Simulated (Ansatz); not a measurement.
```yaml
crystal:
  periodic: [false, false, false]
  atoms:
    - {symbol: B, position_ang: [-1.683277, 0.645536, -1.055312]}
    - {symbol: B, position_ang: [-0.163458, 0.357484, -0.505694]}
    - {symbol: C, position_ang: [0.290459, -0.498528, 0.696401]}
    - {symbol: C, position_ang: [1.586587, -0.626148, 1.002933]}
    - {symbol: H, position_ang: [-2.201186, -0.038172, -1.896581]}
    - {symbol: H, position_ang: [-2.329596, 1.589987, -0.689748]}
    - {symbol: H, position_ang: [0.724798, 0.890055, -1.130164]}
    - {symbol: H, position_ang: [-0.426054, -1.021683, 1.327576]}
    - {symbol: H, position_ang: [2.348610, -0.127913, 0.410757]}
    - {symbol: H, position_ang: [1.936121, -1.221818, 1.842732]}
basis:
  gaussian: {orbitals: def2-SVP}
hamiltonian: {xc: {name: wB97M-V}}
scf: {lower_state_search: off}
kpoints: {mp_grid: {grid: [2, 2, 2]}}
output: {forces: true}
```

```sh
$ ansatz run in.yaml --threads 2 --pin off --events-out ev --progress --plain --max-ram 4352MiB
```

Output, abridged:

```
Error: invalid value for `basis.gaussian`: such a run doesn't read kpoints; remove what it names
```

Problem. What is wrong with this run?

Solution. The input holds a key that doesn't belong there. The input was rejected before any iteration.
